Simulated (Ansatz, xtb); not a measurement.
ClCrHO3: which of two structures lies lower

Structure a is a singlet given by its coordinates and structure b is a singlet given by its coordinates. Both are isolated molecules in the gas phase, relaxed with PBE0-D4/def2-SVP.

a (Å):

| atom | x (Å) | y (Å) | z (Å) |
| --- | --- | --- | --- |
| Cl | 1.0278 | 0.5875 | -1.8647 |
| Cr | 0.3546 | -0.1822 | 0.0037 |
| O | -0.1471 | -1.6104 | -0.2218 |
| O | 1.5195 | -0.1890 | 0.9931 |
| O | -0.9034 | 0.8006 | 0.6285 |
| H | -1.8093 | 0.5295 | 0.4151 |

Close contacts (Å): Cl1–Cr2 2.13, Cr2–O3 1.53, Cr2–O4 1.53, Cr2–O5 1.71, Cr2–H6 2.31, O5–H6 0.97.

b (Å):

```json
{"atom": "Cl", "x (Å)": "-1.7135", "y (Å)": "0.5844", "z (Å)": "0.0796"}
{"atom": "Cr", "x (Å)": "0.4990", "y (Å)": "-0.3290", "z (Å)": "-0.3155"}
{"atom": "O", "x (Å)": "0.3495", "y (Å)": "-1.8707", "z (Å)": "-0.4381"}
{"atom": "O", "x (Å)": "1.1964", "y (Å)": "0.1373", "z (Å)": "1.0003"}
{"atom": "O", "x (Å)": "1.0575", "y (Å)": "0.3463", "z (Å)": "-1.5987"}
{"atom": "H", "x (Å)": "-1.3467", "y (Å)": "1.0677", "z (Å)": "1.2262"}
```

Close contacts (Å): Cl1–Cr2 2.43, Cr2–O3 1.55, Cr2–O4 1.56, Cr2–O5 1.55, Cl1–H6 1.30.

Task: Which of the two would you expect CCSD(T)/def2-SVP electronic energies to favour?

Result: Structure a; the calculation gives E(b) − E(a) = +29.8 kcal/mol.

Level by level:

| level | geometry | E(b) − E(a) (kcal/mol) | departure from the last row (kcal/mol) | job, with rough time for the two |
| --- | --- | --- | --- | --- |
| PBE0-D4/def2-SVP | PBE0-D4/def2-SVP | +40.0 | +10.2 | optimisation, 91 s |
| HF/def2-SVP | PBE0-D4/def2-SVP | +40.5 | +10.7 | part of the CCSD(T) run |
| MP2/def2-SVP | PBE0-D4/def2-SVP | +33.2 | +3.4 | part of the CCSD(T) run |
| CCSD(T)/def2-SVP | PBE0-D4/def2-SVP | +29.8 |  | single point, 73 s |

The levels shown agree on the order. The largest departure from CCSD(T)/def2-SVP is that of HF/def2-SVP, 10.7 kcal/mol. Levels run at GFN2-xTB geometries aren't shown.

With harmonic frequencies from PBE0-D4/def2-SVP (ideal gas, rigid rotor, one conformer each, 298.15 K, 1 atm): the zero-point term adds −2.3 kcal/mol; ΔH is +28.1 and ΔG +26.5 kcal/mol.

The T1 diagnostic of structures a and b is large, so the coupled-cluster value is less sure. The correlated steps freeze 13 core orbitals. Mirror images aren't counted in ΔG. Programs: Ansatz 0.2.0; the last row on 2 threads of Arm Neoverse V2 on a shared host.
